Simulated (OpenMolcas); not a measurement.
**Fe5+, Ru5+, Os5+: d³ down the group**

```yaml
Program: OpenMolcas
Method: SS-CASPT2, IPEA 0.25 Eh, imaginary shift 0.1 Eh
Basis: ANO-RCC-VTZP
Scalar_Hamiltonian: DKH2, point nucleus
Spin-orbit_coupling: state interaction with AMFI integrals over the reference wave functions, term energies averaged over their components
```

Active space for each ion: 3 electrons in 5 orbitals (d); closed shells correlated by CASPT2: Fe5+ 3s 3p; Ru5+ 4s 4p; Os5+ 5s 5p.

Computed levels in cm-1 above ⁴F_3/2:

```json
{"Level": "⁴F_5/2", "Fe5+": "544", "Ru5+": "1429", "Os5+": "6510"}
{"Level": "⁴F_7/2", "Fe5+": "1275", "Ru5+": "3150", "Os5+": "11640"}
{"Level": "⁴F_9/2", "Fe5+": "2170", "Ru5+": "5020", "Os5+": "14900"}
{"Level": "⁴P_1/2", "Fe5+": "19610", "Ru5+": "13810", "Os5+": "17730"}
{"Level": "⁴P_5/2", "Fe5+": "20460", "Ru5+": "15950", "Os5+": "25500"}
{"Level": "²G_7/2", "Fe5+": "21300", "Ru5+": "15990", "Os5+": "23400"}
{"Level": "²G_9/2", "Fe5+": "22040", "Ru5+": "17000", "Os5+": "37700"}
{"Level": "²P_1/2", "Fe5+": "29020", "Ru5+": "21100", "Os5+": "30600"}
{"Level": "²H_9/2", "Fe5+": "29360", "Ru5+": "22290", "Os5+": "24470"}
{"Level": "weight of ⁴F in the lowest level (%)", "Fe5+": "100", "Ru5+": "98", "Os5+": "82"}
```

Mixed levels, with the weight of the term that names them: Ru5+ ²G_9/2 (73 %), Os5+ ⁴F_9/2 (56 %), Os5+ ⁴P_1/2 (72 %), Os5+ ²G_9/2 (57 %), Os5+ ²P_1/2 (72 %), Os5+ ²H_9/2 (56 %).

Measured, with the error of the calculation in %. Measured levels: Fe5+ from Corliss and Sugar, J. Phys. Chem. Ref. Data 11, 135 (1982); Os5+ from the list in Brasseur, Palmeri and Quinet, Atoms 13, 11 (2025).

| Level | Fe5+ | Os5+ |
| --- | --- | --- |
| ⁴F_5/2 | 511 (+6.4) | 6397 (+1.7) |
| ⁴F_7/2 | 1188 (+7.3) | 11444 (+1.7) |
| ⁴F_9/2 | 2001 (+8.3) | 14678 (+1.5) |
| ⁴P_1/2 | 18738 (+4.7) | 16772 (+5.7) |
| ⁴P_5/2 | 19611 (+4.3) | 24828 (+2.7) |
| ²G_7/2 | 20616 (+3.3) | 22920 (+2.1) |
| ²G_9/2 | 21315 (+3.4) | 37019 (+1.8) |
| ²P_1/2 | 26496 (+9.5) | 28860 (+6.0) |
| ²H_9/2 | 28724 (+2.2) | 24028 (+1.8) |

The fine-structure level ⁴F_9/2 changes by a factor of 6.87 from Fe5+ to Os5+.

Without spin-orbit coupling ⁴P lies 18900, 12170, 11670 cm-1 above ⁴F in that order; the difference to the level ⁴P_1/2, of either sign, comes from spin-orbit coupling, which also lowers the zero.

Term energies are means over components that CASPT2 splits; among the terms shown or strongly mixed into the levels shown the widest spread is 890 cm-1 (3d³ ⁴F, Fe5+). Terms from blocks run as CI alone lack orbitals of their own. The CASPT2 spread within a term exceeds the gap to the next term for 3d³ ²P and 3d³ ²H, so the order of their levels is uncertain (figures for Fe5+; the like holds for Ru5+, Os5+). Computed and measured levels are paired by configuration, term and J; levels that our copy of the source lacks, or whose pairing is in doubt (as where it misses far off the trend of its configuration), stay unpaired and out of the deviations. Only configurations of the active space appear.
